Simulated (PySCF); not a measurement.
A structure optimised at B3LYP-D3(BJ)/def2-TZVP, used in a PySCF frequency run:

```xyz
4

O     -0.1074    -1.6248     0.0000
C      0.0051    -0.3989     0.0000
S      0.0082     1.0989     0.0000
H      0.6974    -2.1907     0.0000
```
Charge +1, spin multiplicity 1.

Task: Write its SMILES, formula and point group.

Result: [OH+]=C=S, CHOS, Cs

Task: What are its rotational constants (standard atomic weights)?

Result: 786.94, 5.7660, 5.7240 GHz
